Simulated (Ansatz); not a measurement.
Ansatz (an electronic-structure program) input (B2PLYP/def2-TZVPD):

Ansatz 0.2 input:
```yaml
crystal:
  periodic: [false, false, false]
  atoms:
    - {symbol: Si, position_ang: [-0.05414938, 0.00276481, 0.27096432]}
    - {symbol: O, position_ang: [-0.74282200, 1.47068977, -0.06280772]}
    - {symbol: O, position_ang: [-0.70629426, -1.26985054, -0.50913158]}
    - {symbol: O, position_ang: [1.53322845, -0.12009127, -0.07331810]}
    - {symbol: H, position_ang: [-0.35731143, 0.04087274, 1.72829268]}
    - {symbol: H, position_ang: [-1.66408836, -1.33070608, -0.54675634]}
    - {symbol: H, position_ang: [2.10659360, 0.60514236, 0.18702234]}
basis:
  gaussian:
    orbitals: def2-TZVPD
hamiltonian:
  xc: {name: B2PLYP}
magnetization: {spin_polarized: true, initial_magnetization: 1}
correlation: {electrons: outside_noble_gas}
```

End of the output:

```
integrals: 0.25 GiB planned
1229 factors; integrals over basis functions are off by at most 1.0e-3 eV
0.27 GiB of the device are held for the grids
1.00 GiB of device memory are held for the factors and their scratch space
mean field: 1.52 GiB planned
mean field evaluation 1: about -14047.8629 eV, gradient 5.2e1 eV
mean field evaluation 2: about -14047.9283 eV, gradient 5.2e1 eV
mean field evaluation 4: about -14057.8015 eV, gradient 5.2e0 eV
mean field evaluation 8: about -14058.2679 eV, gradient 7.6e-1 eV
mean field evaluation 16: about -14058.3049 eV, gradient 8.8e-3 eV
mean field evaluation 32: about -14058.1894 eV, gradient 5.0e-1 eV
mean field -14058.30493405 eV, -516.6331772652 hartree, gradient 2.2e-6 eV, S^2 0.755268; 4 other end points of the search recorded, 0 dependent functions left out
8 core orbitals not correlated
reference -14058.30510679 eV, -516.6331836129 hartree; 13, 12 occupied and 169, 170 virtual orbitals, 1229 factors
second order -25.50244702 eV of doubles, -0.00000000 eV of singles
Total energy: -14065.19076748 eV, -516.8862269762 hartree
```

It need not be the lowest isomer of its formula.
